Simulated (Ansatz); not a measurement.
`C#[C][Al]([F])[Cl]` and `C#[C][In]([F])[Cl]` differ in one element.

Ansatz, PBE0-D4/def2-TZVP geometries, multiplicity 1. 

Elements past krypton have def2 core potentials.

```
                                        property  `C#[C][Al]([F])[Cl]`
           LUMO energy (ωB97M-V/def2-TZVPP) / eV                  0.32
            HOMO–LUMO gap (PBE0/def2-TZVPP) / eV                  7.26
             HOMO energy (B3LYP/def2-TZVPP) / eV                 -8.48
              LUMO energy (PBE0/def2-TZVPP) / eV                 -1.49
size of the dipole moment (B3LYP/def2-TZVPP) / D                  2.04
           HOMO energy (ωB97M-V/def2-TZVPP) / eV                -11.02
```

**Question.** What does the change do to each property? (Best estimate.)

**Answer.** The calculation gave: 
```tsv
property	`C#[C][In]([F])[Cl]`	shift
LUMO energy (ωB97M-V/def2-TZVPP) / eV	-0.30	-0.62
HOMO–LUMO gap (PBE0/def2-TZVPP) / eV	6.98	-0.28
HOMO energy (B3LYP/def2-TZVPP) / eV	-8.69	-0.21
LUMO energy (PBE0/def2-TZVPP) / eV	-1.98	-0.49
size of the dipole moment (B3LYP/def2-TZVPP) / D	3.20	1.16
HOMO energy (ωB97M-V/def2-TZVPP) / eV	-11.23	-0.21
```

With PBE0 the HOMO falls by 0.20 eV and the LUMO falls by 0.49 eV, so the gap narrows by about 0.29 eV. PBE moves the HOMO by -0.20 eV and ωB97M-V by -0.21 eV. Dipoles are sizes alone; their direction can turn.

B3LYP here is the variant with VWN-RPA as its local correlation; programs differ in this.
